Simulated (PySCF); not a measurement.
**Electric field gradients and quadrupole coupling constants**

Compound: C₆H₉N₃O.
Structure used (PBE0-D3(BJ)/def2-SVP), in Å, numbered top down from 1:
```xyz
19
C6H9N3O angstrom
C     -2.5811   -1.3025   -0.2070
C     -1.9005    0.0389   -0.2398
O     -2.5053    1.0787   -0.4004
C     -0.4362    0.0530   -0.0625
N      0.2906   -1.0569    0.1035
N      1.5154   -0.6210    0.2120
C      2.6310   -1.5014    0.4462
N      1.6720    0.6903    0.1401
C      0.4433    1.1648   -0.0387
C      0.1496    2.6123   -0.1828
H     -2.3953   -1.7985    0.7578
H     -2.1633   -1.9626   -0.9818
H     -3.6579   -1.1660   -0.3612
H      2.2981   -2.5256    0.2472
H      2.9738   -1.4165    1.4878
H      3.4542   -1.2295   -0.2266
H     -0.2801    2.8257   -1.1726
H      1.0701    3.1958   -0.0524
H     -0.6005    2.9325    0.5539
```

Field gradients from the PBE0/pcSseg-1 density (PySCF, non-relativistic), principal values in atomic units, ordered |Vxx| ≤ |Vyy| ≤ |Vzz|:

```csv
atom,Vxx,Vyy,Vzz
O3,0.5945,1.4157,-2.0102
N5,0.3813,0.6746,-1.0559
N6,0.1816,0.5205,-0.7022
N8,0.2616,0.7559,-1.0175
```

Q: Find the asymmetry η = (Vxx − Vyy)/Vzz and the couplings χ = eQV/h (234.96 MHz × Q in barn × V in au), with Q(17O) = −0.0256 b, Q(14N) = 0.02044 b.

A: 
```
atom             environment  nucleus     η  χzz (MHz)  χxx (MHz)  χyy (MHz)
  O3           ketone oxygen      17O  0.41      12.09      -3.58      -8.52
  N5  pyridine-type nitrogen      14N  0.28      -5.07       1.83       3.24
  N6   pyrrole-type nitrogen      14N  0.48     -3.372      0.872      2.500
  N8  pyridine-type nitrogen      14N  0.49     -4.887      1.256      3.630
```

The tensor is traceless: Vxx + Vyy + Vzz = 0.

Q: What is Vzz at N5 in SI units (1 au = 9.71736 × 10²¹ V/m²)?

A: -1.0559 au = -10.260 × 10²¹ V/m².

Q: And the gradient at the other heavy atoms, for which no coupling is worked out here?

A: 
```
atom                       environment  Vzz (au)     η
  C1  methyl carbon next to a carbonyl    -0.062  1.00
  C2            ketone carbonyl carbon     0.518  0.14
  C4       substituted aromatic carbon    -0.146  0.51
  C7                   N-methyl carbon     0.360  0.10
  C9       substituted aromatic carbon     0.251  0.68
 C10              benzylic-type carbon     0.114  0.26
```

Q: What couplings would deuterons (Q(2H) = 0.00286 b) have in place of the hydrogens, at this geometry?

A: 
```
atom  bonded to  bond length (Å)  Vzz (au)     η  χzz (kHz)
 H11         C1            1.101    0.2907  0.04        195
 H12         C1            1.100    0.2911  0.04        196
 H13         C1            1.096    0.2957  0.01        199
 H14         C7            1.095    0.2898  0.07        195
 H15         C7            1.100    0.2839  0.07        191
 H16         C7            1.097    0.2873  0.07        193
 H17        C10            1.100    0.2908  0.05        195
 H18        C10            1.098    0.2936  0.03        197
 H19        C10            1.099    0.2913  0.05        196
```

The structure is a single PBE0-D3(BJ)/def2-SVP conformer in the gas phase; no vibrational or solvent corrections. A larger basis could move these couplings by a tenth or more.
